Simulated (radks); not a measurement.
Values are calculated unless marked as measured or tabulated.
Isoelectronic series with 4 electrons, each ion in its NIST ground configuration. Level of theory: non-relativistic Kohn-Sham, PBEsol, spin-polarised, spherical densities, point nucleus (a radial shooting solver on a logarithmic mesh with Libxc functionals). Total energies (hartree) and orbital eigenvalues (eV):

[
 {"ion": "Be", "configuration": "[He] 2s2", "E (hartree)": "-14.53230", "2s": "-5.5424", "1s": "-105.4370"},
 {"ion": "B+", "configuration": "[He] 2s2", "E (hartree)": "-24.16300", "2s": "-19.3726", "1s": "-192.4806"},
 {"ion": "C2+", "configuration": "[He] 2s2", "E (hartree)": "-36.29753", "2s": "-40.1602", "1s": "-306.9901"},
 {"ion": "N3+", "configuration": "[He] 2s2", "E (hartree)": "-50.93355", "2s": "-67.8115", "1s": "-448.8156"},
 {"ion": "O4+", "configuration": "[He] 2s2", "E (hartree)": "-68.07026", "2s": "-102.2947", "1s": "-617.9060"},
 {"ion": "F5+", "configuration": "[He] 2s2", "E (hartree)": "-87.70733", "2s": "-143.5962", "1s": "-814.2389"},
 {"ion": "Ne6+", "configuration": "[He] 2s2", "E (hartree)": "-109.84460", "2s": "-191.7097", "1s": "-1037.803"},
 {"ion": "Mg8+", "configuration": "[He] 2s2", "E (hartree)": "-161.61944", "2s": "-308.3595", "1s": "-1566.602"},
 {"ion": "Al9+", "configuration": "[He] 2s2", "E (hartree)": "-191.25694", "2s": "-376.8926", "1s": "-1871.831"},
 {"ion": "Si10+", "configuration": "[He] 2s2", "E (hartree)": "-223.39446", "2s": "-452.2301", "1s": "-2204.276"},
 {"ion": "P11+", "configuration": "[He] 2s2", "E (hartree)": "-258.03200", "2s": "-534.3714", "1s": "-2563.937"},
 {"ion": "S12+", "configuration": "[He] 2s2", "E (hartree)": "-295.16955", "2s": "-623.3162", "1s": "-2950.813"},
 {"ion": "Cl13+", "configuration": "[He] 2s2", "E (hartree)": "-334.80711", "2s": "-719.0643", "1s": "-3364.903"},
 {"ion": "Ar14+", "configuration": "[He] 2s2", "E (hartree)": "-376.94467", "2s": "-821.6155", "1s": "-3806.206"},
 {"ion": "K15+", "configuration": "[He] 2s2", "E (hartree)": "-421.58223", "2s": "-930.9697", "1s": "-4274.723"},
 {"ion": "Ca16+", "configuration": "[He] 2s2", "E (hartree)": "-468.71979", "2s": "-1047.127", "1s": "-4770.453"}
]
